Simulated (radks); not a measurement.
Effect of the nuclear size on the tantalum ion Ta60+, [Ne] 3s2 3p1. Calculated with a radial shooting solver on a logarithmic mesh with Libxc functionals: Dirac Kohn-Sham, exchange-only LDA, spin-unpolarised, spherical densities, finite nucleus; open shells are shared between the two j in proportion to 2j + 1; Fermi nuclear charge, rms radius 5.3507 fm. The rms radius is varied about that value; shifts are against it.

rms radius (fm)  total energy shift (eV)  density at nucleus (e/bohr^3)  1s1/2 shift (meV)  2s1/2 shift (meV)  2p1/2 shift (meV)  3s1/2 shift (meV)  3p1/2 shift (meV)  3p3/2 shift (meV)  4s1/2 (empty) shift (meV)
4.4999                             -15.7                      1.387e+06              -6400               -917              -10.6               -247              -4.65               11.0                      -98.3
4.8798                             -8.94                       1.35e+06              -3630               -521              -6.02               -140              -2.64               6.24                      -55.8
5.3507                                 0                      1.308e+06              0.000              0.000              0.000              0.000              0.000              0.000                      0.000
5.752                               8.05                      1.277e+06               3270                469               5.46                126               2.39              -5.61                       50.2
6.1051                              15.4                      1.251e+06               6270                899               10.5                243               4.60              -10.8                       96.4

Slopes of the eigenvalues against <r^2> in GHz/fm^2, as finite differences over the two radii next to the reference (eigenvalue slopes, not the field-shift constants of lines): 1s1/2 180000, 2s1/2 25800, 2p1/2 299, 3s1/2 6960, 3p1/2 131, 3p3/2 -309, 4s1/2 (empty) 2770.
